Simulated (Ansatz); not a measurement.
Born–Oppenheimer molecular dynamics of CH$_{6}$NOSi$_{2}$ (11 atoms, charge 0, multiplicity 2). It starts at the highest image of a converged band. Of that band: Neighbouring images differ by up to 1.2 eV, so the band resolves the path poorly. A vibrational analysis at the climbing image gives one clearly imaginary mode, 324i cm⁻¹: a first-order saddle point.

Theory: Ansatz 0.2.0, UHF/def2-SVP.

| Quantity | Value |
| --- | --- |
| ensemble | NVE (velocity Verlet) |
| time step | 0.5 fs |
| steps asked | 200 |
| starting velocities drawn for | 100 K |
| seed | 6199 |

First frame:

```xyz
11
Properties=species:S:1:pos:R:3
H -1.230 1.214 -0.236
Si 0.301 1.343 0.002
O 0.938 -0.142 0.132
Si 1.311 -1.742 0.285
C -2.894 0.986 -0.522
N -4.013 0.795 -0.740
H 0.850 2.064 -1.160
H 0.470 2.116 1.246
H 2.040 -2.186 -0.919
H 0.066 -2.524 0.433
H 2.161 -1.925 1.479
```

(1) What does the run give?

(2) What happens to the structure?

(3) How do temperature and energy run in time?

## Answers

(1) All steps were run.

```json
{
  "steps done": "200",
  "time covered": "100 fs",
  "mean temperature over the second half": "774 K",
  "spread of the potential energy over the second half": "24.3 meV per atom",
  "mean potential energy of the second half above the start": "-71.5 meV per atom"
}
```

The conserved energy stayed within 1.6 meV per atom of its start (net change 0.68 meV per atom), so the integration is sound. The system heated up, since it started high on the potential surface and ran downhill. A run of 0.1 ps of so small a system gives no equilibrium averages.

(2) The step under study would form H1–C5 and break H1–Si2. These pairs go: H1–C5 1.70 → 0.95 Å, H1–Si2 1.55 → 3.57 Å. In the last frame they stand as after the step (other bonds may differ from the relaxed reactants and products). It ends as H5OSi2 + HCN (or HNC). Pairs count as bonded within 1.25 times the sum of covalent radii (0.12 Å more for H–H). This is one draw of velocities; another would differ in detail.

(3) 
```tsv
time (fs)	T (K)	potential energy less start (eV)	conserved less start (meV/atom)
0.0	100	0.000	0.00
8.0	45	0.064	0.01
16.0	72	0.033	0.01
24.0	310	-0.242	0.15
32.0	414	-0.363	0.16
40.0	248	-0.168	0.34
48.0	900	-0.945	-1.28
56.0	524	-0.492	0.11
64.0	885	-0.915	-0.15
72.0	896	-0.930	-0.39
80.0	725	-0.720	0.67
88.0	1255	-1.358	-1.24
96.0	751	-0.758	-0.03
```

Time of the run: 5.5 min on 2 threads of Arm Neoverse V2, with other jobs on the host, peak memory 0.31 GiB.
